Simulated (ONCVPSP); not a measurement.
**Configuration tests for indium (In) (ONCV)**

* Element: In
* Generator: ONCVPSP 4.0.1
* Type: optimised norm-conserving Vanderbilt (ONCV)
* Functional: PBE
* Relativity: fully relativistic
* Frozen core: [Kr] 4d10
* Valence charge: 3
* Reference configuration: 5s2 5p1
* Partial waves: 5s: rc 1.75 bohr, ncon 4, nbas 8, qcut 3.4 1/bohr, 1 projector; 5p: rc 2.60 bohr, ncon 3, nbas 8, qcut 3.8 1/bohr, 1 projector
* Local potential: polynomial inside 1.45 bohr (lpopt 5, dvloc0 5.5 Ha)
* Core correction: none

Open shells are filled in proportion to 2j + 1.

Energies are relative to the spin-unpolarised reference configuration 5s2 5p1; without spin polarisation the order of configurations can differ from experiment.

```tsv
valence configuration	charge	ΔE all-electron (eV)	error AE − PS (meV)
5s2 5p0	+1	5.374	+24
5s1 5p0	+2	24.610	+123
5s2 5p0.5	+0.5	1.945	+4.3
```

**Question.** What are ΔE and the potential's error for 5s0 5p3?

**Answer.** ΔE = 11.921 eV all-electron; the error (AE − PS) is +112 meV.
